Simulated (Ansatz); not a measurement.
CH3BrFGa, SMILES `[CH3][Ga]([F])[Br]`. Charge 0, multiplicity 1. The geometry is a stationary point of PBE0-D4/def2-TZVP.

```xyz
7

C     0.868    0.034    0.494
Ga   -0.821   -0.115   -0.453
F    -1.496   -1.683   -0.844
Br   -2.130    1.596   -1.190
H     0.958    1.015    0.958
H     0.934   -0.747    1.251
H     1.687   -0.100   -0.216
```

Question: What is the dipole moment at PBE/def2-TZVPP? (An estimate is asked.)

Answer: Ansatz gave: 2.92 D, with components (2.48, 0.69, 1.39) D in this frame, pointing from negative to positive charge.

Question: And with r2SCAN, B3LYP, ωB97M-V? (An estimate is asked.)

Answer: Computed: r2SCAN 3.00 D, B3LYP 3.02 D, ωB97M-V 3.00 D.

Question: Give the Mulliken charges with PBE, B3LYP, ωB97M-V in def2-TZVPP. (Best estimate.)

Answer: Computed: 
```json
{"atom": "C1", "PBE": "-0.36", "B3LYP": "-0.37", "ωB97M-V": "-0.46"}
{"atom": "Ga2", "PBE": "0.58", "B3LYP": "0.66", "ωB97M-V": "0.68"}
{"atom": "F3", "PBE": "-0.33", "B3LYP": "-0.38", "ωB97M-V": "-0.38"}
{"atom": "Br4", "PBE": "-0.24", "B3LYP": "-0.26", "ωB97M-V": "-0.24"}
{"atom": "H5", "PBE": "0.12", "B3LYP": "0.12", "ωB97M-V": "0.14"}
{"atom": "H6", "PBE": "0.12", "B3LYP": "0.12", "ωB97M-V": "0.13"}
{"atom": "H7", "PBE": "0.11", "B3LYP": "0.11", "ωB97M-V": "0.13"}
```

B3LYP here is the variant with VWN-RPA as its local correlation; programs differ in this.
